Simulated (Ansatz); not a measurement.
`F[SiH2]O[SiH2]F`. The species carries charge 0 and has multiplicity 1. Geometry: relaxed with PBE0-D4/def2-TZVP. It is one conformer, not always the lowest.

```xyz
9

F    -0.613   -0.697   -2.421
Si   -1.184   -0.290   -0.993
O     0.012   -0.416    0.095
Si    1.186    0.236    1.005
F     0.616    0.470    2.473
H    -2.251   -1.247   -0.642
H    -1.652    1.110   -1.083
H     2.305   -0.720    1.100
H     1.582    1.555    0.466
```

**Question.** What is the dipole moment at B3LYP/def2-TZVPP? (An estimate is asked.)

**Answer.** Ansatz gave: 0.41 D, with components (-0.01, 0.40, -0.09) D in this frame, pointing from negative to positive charge.

**Question.** And with PBE, r2SCAN, ωB97M-V? (Best estimate.)

**Answer.** Ansatz gave: PBE 0.36 D, r2SCAN 0.38 D, ωB97M-V 0.41 D.

**Question.** Give the Mulliken charges with B3LYP, ωB97M-V, r2SCAN in def2-TZVPP. (An estimate is asked.)

**Answer.** Ansatz gave: 
```
atom  B3LYP  ωB97M-V  r2SCAN
  F1  -0.32    -0.31   -0.32
 Si2   0.66     0.57    0.68
  O3  -0.35    -0.36   -0.39
 Si4   0.66     0.57    0.68
  F5  -0.32    -0.31   -0.32
  H6  -0.08    -0.04   -0.08
  H7  -0.08    -0.04   -0.08
  H8  -0.08    -0.04   -0.08
  H9  -0.08    -0.04   -0.08
```

B3LYP here is the variant with VWN-RPA as its local correlation; programs differ in this.
